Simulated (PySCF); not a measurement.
Cost of excited-state runs on `C#C[C@@H](C)[C@H](C)CO`, C7H12O

Geometry:
| atom | x (Å) | y (Å) | z (Å) |
| --- | --- | --- | --- |
| C1 | -2.054 | 1.808 | -0.479 |
| C2 | -1.493 | 0.878 | 0.025 |
| C3 | -0.825 | -0.256 | 0.639 |
| C4 | -1.542 | -1.553 | 0.250 |
| C5 | 0.679 | -0.265 | 0.291 |
| C6 | 1.361 | 0.964 | 0.894 |
| C7 | 0.904 | -0.320 | -1.228 |
| O8 | 2.258 | -0.460 | -1.585 |
| H9 | -2.545 | 2.623 | -0.918 |
| H10 | -0.905 | -0.137 | 1.728 |
| H11 | -2.553 | -1.551 | 0.652 |
| H12 | -1.610 | -1.655 | -0.829 |
| H13 | -1.009 | -2.412 | 0.651 |
| H14 | 1.125 | -1.165 | 0.729 |
| H15 | 2.440 | 0.920 | 0.759 |
| H16 | 1.164 | 1.021 | 1.963 |
| H17 | 0.980 | 1.872 | 0.429 |
| H18 | 0.413 | -1.199 | -1.649 |
| H19 | 0.470 | 0.578 | -1.692 |
| H20 | 2.737 | 0.319 | -1.285 |

PySCF with density fitting, on 1 thread of an Intel Xeon, shared host. Command: `OMP_NUM_THREADS=1 python excited_run.py task.json out`

**Question.** How long does this run take, and how much memory?
- vibronic structure, LC-wPBE/6-31G*; full response

**Answer.** 
```csv
run,level,basis functions,wall time,peak memory (GiB)
vibronic structure,LC-wPBE/6-31G*,136,95 s,0.74
```
Times from a shared host are rough.
